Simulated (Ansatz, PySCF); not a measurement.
Reaction (SMILES): O=CO -> O=CO as triplet, charge 0
Each molecule is optimised on its own at B3LYP-D3(BJ)/def2-TZVP (Ansatz, a first-principles code), one conformer each, not searched for the lowest. A spin state is the lowest found, not a proven ground state.
Geometry of the first species:
```
C
O 1 1.1967
O 1 1.3439 2 125.18
H 3 0.9719 1 107.71 2 0.00
H 1 1.0974 2 125.25 3 -180.00
```

Wanted: adiabatic triplet-singlet gap (0 K, with B3LYP-D3(BJ) harmonic zero-point energies from PySCF), in kJ/mol. Correlated levels leave the core frozen unless marked. Open shells are spin-unrestricted. Spin-orbit coupling is left out. No relativistic terms. CBS marks a two-point X^-3 extrapolation of the correlation energy; Hartree-Fock from the larger set. [CCSD(T)-MP2]/basis is that difference in the basis named.

| level | program | adiabatic triplet-singlet gap (kJ/mol) |
|---|---|---|
| HF-D3(BJ)/def2-TZVPD | PySCF + dftd3 | 291.9 |
| BP86-D3(BJ)/def2-TZVPD | PySCF + dftd3 | 405.1 |
| BP86-D4/def2-TZVPD | PySCF + dftd4 | 405.1 |
| r2SCAN-D4/def2-TZVPD | Ansatz + dftd4 | 386.9 |
| PBE0/def2-SVP | Ansatz | (withheld) |
| PBE0-D4/def2-TZVP | Ansatz + dftd4 | 397.7 |
| PBE0/def2-TZVP | Ansatz | 397.7 |
| TPSSh-D3(BJ)/def2-TZVPD | PySCF + dftd3 | 387.7 |
| r2SCANh/def2-TZVPD | Ansatz | 383.0 |
| M06-2X/def2-TZVPD | PySCF | 415.8 |
| HSE06-D4/def2-TZVPD | Ansatz + dftd4 | 396.0 |
| wB97X-V/def2-TZVPD | Ansatz | (withheld) |
| B2GP-PLYP/def2-TZVPD | Ansatz | (withheld) |
| CCSD/STO-3G | Ansatz | 293.6 |
| CCSD/cc-pwCVTZ | Ansatz | (withheld) |
| RI-MP2/CBS(aug-cc-pVTZ,aug-cc-pVQZ)+[CCSD(T)-MP2]/aug-cc-pVTZ | Ansatz | 427.4 |

Q: What belongs in the gaps?

A: 
- PBE0/def2-SVP, adiabatic triplet-singlet gap (kJ/mol): 403.4
- wB97X-V/def2-TZVPD, adiabatic triplet-singlet gap (kJ/mol): 408.1
- B2GP-PLYP/def2-TZVPD, adiabatic triplet-singlet gap (kJ/mol): 420.3
- CCSD/cc-pwCVTZ, adiabatic triplet-singlet gap (kJ/mol): 409.7
